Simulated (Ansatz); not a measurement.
W(O)(NH)(F)(Cl) (ClFHNOW), SMILES [NH]=[W](=[O])([F])[Cl], multiplicity 1.

Coordinates come from a PBE-D3(BJ)/def2-SVP optimisation. The spin state was assumed, not searched. The structure was generated by enumeration; whether it is a known compound was not checked. The def2 effective core potentials stand for the cores of W; spin–orbit coupling is left out.

Two levels are set side by side: PBE/def2-SVPD (Ansatz, a first-principles code) and CAM-B3LYP/def2-SVPD (Ansatz). Energy differences of separate SCF runs at the same geometry; the states with an electron removed or added have multiplicity 2 and 2. Differences are taken from unrounded values.

```
quantity                             PBE
---------------------------------  -----
vertical ionisation energy (eV)    10.61
vertical electron affinity (eV)     0.52
vertical singlet–triplet gap (eV)   3.95
```

### Question
These are the PBE values. What does CAM-B3LYP give? (Estimate from the structure and the level; the computed values follow.)

### Answer

| quantity | CAM-B3LYP | PBE minus CAM-B3LYP |
|---|---|---|
| vertical ionisation energy (eV) | 11.02 | -0.41 |
| vertical electron affinity (eV) | 1.06 | -0.54 |
| vertical singlet–triplet gap (eV) | 3.68 | 0.27 |
